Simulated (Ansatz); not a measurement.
Relaxation of BFH3NS (7 atoms, charge 0, multiplicity 1), to a largest force component of 0.02 eV/Å in at most 50 steps.

Level of theory: RKS PBE0/def2-SVP (Ansatz 0.2.0).

```xyz
7
Properties=species:S:1:pos:R:3
N -0.159 0.722 0.593
B 0.224 -0.562 0.225
F 0.639 -1.392 1.179
S 0.182 -1.170 -1.481
H -0.489 1.431 -0.037
H -0.125 1.022 1.552
H -0.058 0.038 -0.739
```

Problem. Where does it end, and by what steps?

Solution. It converged. After 10 steps the energy has fallen by 2.903 eV; H7 moved furthest, 1.16 Å. Parted: B2–H7.

```csv
step,energy less start (eV),largest force component (eV/Å),accepted
0,0.0000,6.509,yes
1,-0.8429,4.321,yes
2,-1.6644,2.636,yes
3,-2.2230,1.923,yes
4,-2.5987,1.171,yes
5,-2.7951,0.692,yes
6,-2.8741,0.599,yes
7,-2.8748,0.734,yes
8,-2.8996,0.305,yes
9,-2.9026,0.030,yes
10,-2.9027,0.018,yes
```

```xyz
7
Properties=species:S:1:pos:R:3
N -0.143 0.738 0.807
B 0.237 -0.545 0.403
F 0.625 -1.428 1.329
S 0.250 -1.147 -1.324
H -0.448 1.470 0.183
H -0.128 1.000 1.785
H -0.180 0.001 -1.889
```

Run time: 26 s on 1 CPU thread of a shared host.
